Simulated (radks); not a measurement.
The numbers below are computed, except where a source is named.
Task: The tantalum ion Ta4+, 69 electrons, occupied as [Kr] 4d10 4f14 5s1.5 5p6 5d1 6d0.5 (fractional occupations, a model configuration). Code: a radial shooting solver on a logarithmic mesh with Libxc functionals. Model: scalar-relativistic Kohn-Sham, BLYP, spin-polarised, spherical densities, finite nucleus; open shells are filled with parallel spins first (spin-orbit coupling, left out, can overturn this in heavy ions); Fermi nuclear charge, rms radius 5.3507 fm. Some entries of the table are withheld. Estimate them.

| orbital | occ. | eigenvalue (eV) | r(max) (bohr) | <r^2> (bohr^2) |
|---|---|---|---|---|
| 1s up | 1 | -67402.56 | 0.01168 | 0.0004788 |
| 1s down | 1 | -67402.49 | 0.01168 | 0.0004788 |
| 2s up | 1 | -11621.45 | 0.06686 | 0.007375 |
| 2s down | 1 | -11621.34 | 0.06686 | 0.007375 |
| 2p up | 3 | -10193.15 | 0.05476 | 0.006082 |
| 2p down | 3 | -10193.05 | 0.05476 | 0.006082 |
| 3s up | 1 | -2699.034 | 0.1887 | 0.04796 |
| 3s down | 1 | -2698.973 | 0.1887 | 0.04796 |
| 3p up | 3 | -2274.050 | 0.1865 | 0.04865 |
| 3p down | 3 | -2273.985 | 0.1865 | 0.04865 |
| 3d up | 5 | -1777.426 | 0.1519 | 0.04038 |
| 3d down | 5 | -1777.340 | 0.1519 | 0.04037 |
| 4s up | 1 | -588.3595 | 0.4288 | 0.2377 |
| 4s down | 1 | -588.2206 | 0.4289 | 0.2377 |
| 4p up | 3 | -448.9242 | 0.4495 | 0.2707 |
| 4p down | 3 | -448.7788 | 0.4495 | 0.2706 |
| 4d up | 5 | -270.2748 | 0.4614 | 0.3174 |
| 4d down | 5 | -270.0870 | 0.4614 | 0.3170 |
| 5s up | 1 | -120.3691 | 0.9843 | 1.320 |
| 5s down | 0.5 | -119.2438 | 0.9825 | 1.317 |
| 5p up | 3 | -85.7293 | 1.111 | 1.761 |
| 5p down | 3 | -84.4979 | 1.109 | 1.763 |
| 4f up | 7 | -72.6880 | (1) | 0.5039 |
| 4f down | 7 | -72.3277 | (2) | 0.4986 |
| 5d up | 1 | (3) | 1.430 | 3.249 |
| 5d down | 0 | (4) | 1.433 | 3.319 |
| 6d up | 0.5 | -20.5038 | 3.725 | 16.83 |

Result: 
(1) 4f up r(max) (bohr): 0.4410
(2) 4f down r(max) (bohr): 0.4408
(3) 5d up eigenvalue (eV): -45.2756
(4) 5d down eigenvalue (eV): -44.1841
